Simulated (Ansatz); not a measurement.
Task: Name a neutral molecule of Al, Br, S and H with HOMO energy (ωB97M-V/def2-TZVPP) between -10.35 and -10.05 eV and size of the dipole moment (PBE/def2-TZVPP) between 0.15 and 0.45 D (Ansatz, PBE0-D4/def2-TZVP geometry).

Result: `[SH][AlH][Br]` (-10.22 eV, 0.25 D). Other molecules can fit too; these were computed, each in one conformer that needn't be the lowest.
